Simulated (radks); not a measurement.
Values are calculated unless marked as measured or tabulated.
Species: Pr3+. Configuration: [Kr] 4d10 4f2 5s1.75 5p6 6p0.25 (fractional occupations, a model configuration).

Code: a radial shooting solver on a logarithmic mesh with Libxc functionals. Model: Dirac Kohn-Sham, PBE, spin-unpolarised, spherical densities, finite nucleus; open shells fill j = l - 1/2 first; Fermi nuclear charge, rms radius 4.8919 fm.

Energy parts (Ry):
total: -18480.6321
kinetic: 19876.4417
electron-nucleus: -44964.4203
Hartree: 7038.6044
exchange-correlation: -431.2579

Orbitals (lengths in bohr, moments of r in powers of bohr):
| orbital | occ. | eigenvalue (Ry) | <r^2> |
|---|---|---|---|
| 1s1/2 | 2 | -3072.701 | 0.0007896 |
| 2s1/2 | 2 | -496.1120 | 0.01248 |
| 2p1/2 | 2 | -469.0176 | 0.009132 |
| 2p3/2 | 4 | -433.5774 | 0.01039 |
| 3s1/2 | 2 | -108.9469 | 0.08467 |
| 3p1/2 | 2 | -97.42069 | 0.07962 |
| 3p3/2 | 4 | -90.40022 | 0.08706 |
| 3d3/2 | 4 | -70.28305 | 0.07096 |
| 3d5/2 | 6 | -68.77040 | 0.07306 |
| 4s1/2 | 2 | -23.55860 | 0.4358 |
| 4p1/2 | 2 | -19.23905 | 0.4640 |
| 4p3/2 | 4 | -17.71927 | 0.5046 |
| 4d3/2 | 4 | -10.61861 | 0.5963 |
| 4d5/2 | 6 | -10.35019 | 0.6125 |
| 4f5/2 | 2 | -2.33174 | 1.276 |
| 4f7/2 | 0 | -2.30203 | 1.300 |
| 5s1/2 | 1.75 | -4.92669 | 2.399 |
| 5p1/2 | 2 | -3.71804 | 2.954 |
| 5p3/2 | 4 | -3.48438 | 3.221 |
| 6p1/2 | 0.25 | -1.28983 | 16.02 |
| 6p3/2 | 0 | -1.24504 | 17.09 |

The highest occupied level is 6p1/2 at -17.549 eV. The configuration is held as typed, so some empty levels lie below it. The density falls to 0.001 e/bohr^3 at r = 3.65 bohr. The electron density at the nucleus is 4.169e+05 e/bohr^3. Summed over all electrons, <r^2> = 40.91 bohr^2, which gives a Langevin (diamagnetic) susceptibility term of -32.4 x 10^-6 cm^3/mol.

Run on one thread of a shared host, so times are rough (Arm Neoverse V2): 0.14 s of CPU time, 0.14 s wall, 14 iterations on 2259 mesh points.
